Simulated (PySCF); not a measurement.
C4H7NSi.
SMILES: `C#CC/C=N/[SiH3]`

Torsions of this conformer, `[CH:1]#[C:2][CH2:3]/[CH:4]=[N:5]/[SiH3:6]`: C2–C3–C4–N5 0°.

The closed-shell ground state was solved at several levels (PySCF, density fitting, gas phase, non-relativistic). The structure is a single PBE0-D3(BJ)/def2-SVP conformer in the gas phase; no vibrational or solvent corrections.

```tsv
level	basis functions	HOMO (eV)	LUMO (eV)	gap (eV)	dipole (D)
PBE0/6-31G	72	-6.82	-0.34	6.48	1.99
PBE0/pcSseg-2	321	-7.27	-0.79	6.48	1.87
PBE0/IGLO-III	289	-7.28	-0.80	6.48	1.85
KT3/pcSseg-1	144	-5.99	-1.73	4.26	1.67
wB97X-D/pcSseg-1	144	-9.14	1.15	10.29	1.91
B97-D/pcSseg-1	144	-5.85	-1.70	4.15	1.75
PBE0/pcSseg-1	144	-7.25	-0.70	6.55	1.86
```

Question: What might PBE0/STO-3G (41 basis functions) give for the same quantities?

Answer: HOMO -4.08 eV, LUMO 2.94 eV, gap 7.02 eV, dipole 1.67 D.

Question: Over all these levels, which gives the widest orbital gap and which the narrowest?

Answer: wB97X-D/pcSseg-1 (range-separated hybrid) has the widest, 10.29 eV, and B97-D/pcSseg-1 (GGA) the narrowest, 4.15 eV. The two share the basis. From the narrowest to the widest the HOMO moves by -3.29 eV and the LUMO by +2.85 eV.

Question: How much does the basis alone move the frontier levels among the 5 PBE0 rows (the withheld one included)?

Answer: The HOMO by 3.20 eV and the LUMO by 3.74 eV. By rising basis size (HOMO, LUMO in eV): STO-3G -4.08, 2.94; 6-31G -6.82, -0.34; pcSseg-1 -7.25, -0.70; IGLO-III -7.28, -0.80; pcSseg-2 -7.27, -0.79.

Question: How far do the dipole and the HOMO energy spread over the levels?

Answer: The dipole runs from 1.67 to 1.99 D (mean 1.82 D) and the HOMO from -9.14 to -4.08 eV.
